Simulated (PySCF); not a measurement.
C4H11NSi.

```xyz
17

C      2.1829    -0.5673    -0.0573
N      0.9545    -0.7773     0.6889
C     -0.2448    -0.2195     0.1018
Si    -0.3950     1.6581    -0.0736
C     -0.8993    -1.1009    -0.9484
C     -1.5127    -0.9966     0.4143
H      2.4673     0.4958    -0.2089
H      3.0176    -1.0688     0.4571
H      2.0880    -1.0219    -1.0568
H      1.0563    -0.4620     1.6524
H      0.6234     2.2272    -1.0055
H     -1.7516     2.0086    -0.5909
H     -0.2023     2.3029     1.2620
H     -0.3637    -2.0229    -1.1891
H     -1.4069    -0.6295    -1.7950
H     -1.3824    -1.8456     1.0900
H     -2.4538    -0.4512     0.5304
```

Geometry optimised at B3LYP-D3(BJ)/def2-SVP. This is a generated structure with no PubChem entry under its InChIKey; it may be hypothetical. Other conformers were not sampled.

The numbers are results of PBE0/pcSseg-1 run with PySCF, not measurements. Non-relativistic, no solvent.

Problem. Give the absolute GIAO shielding of each atom: isotropic value and principal components (ppm). (An estimate is asked for; the answer gives what the named calculation found.)

Solution. 
| atom | σ(iso) | σ11 | σ22 | σ33 | span |
|---|---|---|---|---|---|
| C1 | 148.4 | 127.4 | 134.8 | 183.1 | 55.7 |
| N2 | 208.0 | 174.3 | 189.8 | 259.9 | 85.6 |
| C3 | 160.5 | 124.2 | 133.6 | 223.8 | 99.6 |
| Si4 | 417.5 | 375.6 | 405.7 | 471.2 | 95.7 |
| C5 | 170.8 | 133.6 | 174.3 | 204.6 | 71.1 |
| C6 | 166.9 | 128.7 | 172.5 | 199.5 | 70.8 |
| H7 | 28.7 | 23.6 | 27.4 | 35.0 | 11.4 |
| H8 | 28.8 | 24.3 | 26.0 | 36.2 | 12.0 |
| H9 | 29.0 | 24.5 | 27.8 | 34.7 | 10.2 |
| H10 | 31.0 | 21.4 | 30.8 | 40.7 | 19.3 |
| H11 | 26.8 | 23.0 | 25.5 | 32.0 | 8.9 |
| H12 | 28.0 | 24.1 | 26.2 | 33.7 | 9.6 |
| H13 | 27.3 | 24.1 | 25.0 | 32.9 | 8.8 |
| H14 | 30.7 | 25.9 | 27.3 | 38.8 | 13.0 |
| H15 | 30.9 | 25.0 | 27.6 | 40.1 | 15.2 |
| H16 | 30.6 | 25.0 | 27.9 | 39.0 | 14.0 |
| H17 | 30.7 | 24.7 | 27.5 | 39.9 | 15.2 |
